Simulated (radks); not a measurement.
Question: All-electron atom: the thallium ion Tl4+ in [Kr] 4d10 4f14 5p6 5d9 5f2 (not the ground configuration). Calculated with a radial shooting solver on a logarithmic mesh with Libxc functionals: scalar-relativistic Kohn-Sham, RPBE, spin-polarised, spherical densities, finite nucleus; open shells are filled with parallel spins first (spin-orbit coupling, left out, can overturn this in heavy ions); Fermi nuclear charge, rms radius 5.4759 fm. Some entries of the table are withheld. Estimate them.

orbital,occ.,eigenvalue (hartree),<r^2> (bohr^2),<r> (bohr)
1s down,1,-3147.801,0.0003689,0.01632
1s up,1,-3147.801,0.0003689,0.01632
2s up,1,-562.6337,0.005605,0.06876
2s down,1,-562.6298,0.005605,0.06876
2p up,3,-484.4326,0.004755,0.06235
2p down,3,-484.4294,0.004755,0.06235
3s up,1,-136.2400,0.03607,0.1776
3s down,1,-136.2367,0.03607,0.1776
3p up,3,-113.7189,0.03727,0.1792
3p down,3,-113.7153,0.03727,0.1792
3d up,5,-90.34866,0.03087,0.1624
3d down,5,-90.34436,0.03087,0.1624
4s up,1,-32.38151,0.1729,0.3915
4s down,1,-32.37620,0.1729,0.3916
4p up,3,-24.99269,0.1978,0.4173
4p down,3,-24.98795,0.1978,0.4173
4d up,5,-16.31690,0.2224,0.4390
4d down,5,-16.31164,0.2223,0.4390
5s up,0,-7.16650,0.8348,0.8639
5s down,0,-7.13649,0.8313,0.8622
4f up,7,-6.70906,0.2581,0.4643
4f down,7,-6.70193,0.2576,0.4639
5p up,3,-5.08428,1.075,0.9779
5p down,3,-5.04483,1.068,0.9749
5d up,5,-2.67949,1.706,1.223
5d down,4,-2.62474,1.689,1.217
6p up,0,-1.48548,5.999,(1)
6p down,0,-1.42258,6.023,(2)
5f up,2,-0.86031,(3),2.427
5f down,0,-0.79409,(4),2.422

Answer: 
(1) 6p up <r> (bohr): 2.321
(2) 6p down <r> (bohr): 2.328
(3) 5f up <r^2> (bohr^2): 6.897
(4) 5f down <r^2> (bohr^2): 6.851
